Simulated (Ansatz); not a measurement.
Start from `N=C=C[SiH3]` and change one atom or group to get `N=C=CCF`.

Ansatz, PBE0-D4/def2-TZVP geometries, multiplicity 1. Each molecule was computed in one conformer, which needn't be the lowest.

| property | `N=C=C[SiH3]` |
| --- | --- |
| HOMO energy (B3LYP/def2-TZVPP) / eV | -6.85 |
| HOMO–LUMO gap (PBE0/def2-TZVPP) / eV | 6.88 |
| size of the dipole moment (PBE/def2-TZVPP) / D | 1.42 |
| HOMO energy (PBE/def2-TZVPP) / eV | -5.90 |
| ideal-gas entropy at 298 K and 1 bar (rigid rotor, harmonic PBE0-D4/def2-TZVP) / J/(mol·K) | 309 |
| HOMO energy (ωB97M-V/def2-TZVPP) / eV | -9.22 |

(1) What does the change do to each property? (Estimate.)

Results:

(1) Computed: 
| property | `N=C=CCF` | shift |
| --- | --- | --- |
| HOMO energy (B3LYP/def2-TZVPP) / eV | -6.59 | 0.26 |
| HOMO–LUMO gap (PBE0/def2-TZVPP) / eV | 6.50 | -0.38 |
| size of the dipole moment (PBE/def2-TZVPP) / D | 2.06 | 0.64 |
| HOMO energy (PBE/def2-TZVPP) / eV | -5.58 | 0.32 |
| ideal-gas entropy at 298 K and 1 bar (rigid rotor, harmonic PBE0-D4/def2-TZVP) / J/(mol·K) | 313 | 4 |
| HOMO energy (ωB97M-V/def2-TZVPP) / eV | -8.97 | 0.25 |

With PBE0 the HOMO rises by 0.29 eV and the LUMO falls by 0.09 eV, so the gap narrows by about 0.38 eV. PBE moves the HOMO by 0.32 eV and ωB97M-V by 0.25 eV. Dipoles are sizes alone; their direction can turn.

B3LYP here is the variant with VWN-RPA as its local correlation; programs differ in this.
